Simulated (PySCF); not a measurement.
**Osmium: a sound run and one with changed settings**

Sound run: Os⁺ [Xe] 4f14 5d6 6s1, Os²⁺ [Xe] 4f14 5d6. Computed with PySCF 2.14 in cc-pVDZ-PP with ECP60MDF (4s4p3d1f, 38 functions), with scalar relativity through the core potential. The sound run starts from symmetry-adapted Hartree-Fock orbitals and uses a fine grid where one is needed.

Changed run: 14 angular points. This setting is unsound on purpose.

| species | method | sound run (hartree) | changed run (hartree) | converged |
| --- | --- | --- | --- | --- |
| Os⁺ | UHF | -89.82496 | -89.82496 | yes |
| Os⁺ | PBE | -90.50639 | -90.49902 | yes |
| Os⁺ | B3LYP | -90.50463 | -90.49901 | yes |
| Os²⁺ | UHF | -89.23784 | -89.23784 | yes |
| Os²⁺ | PBE | -89.86319 | -89.85578 | yes |
| Os²⁺ | B3LYP | -89.86976 | -89.86433 | yes |

Ionisation energy of Os⁺:

| method | sound run (eV) | changed run (eV) |
| --- | --- | --- |
| UHF | 15.977 | 15.977 |
| PBE | 17.502 | 17.503 |
| B3LYP | 17.276 | 17.271 |

A coarse angular grid integrates products of high-l functions wrongly, so density functionals can shift, and the SCF can exploit the error; Hartree-Fock and MP2 need no grid.

For comparison, NIST gives 17 ± 1 eV between the lowest levels.
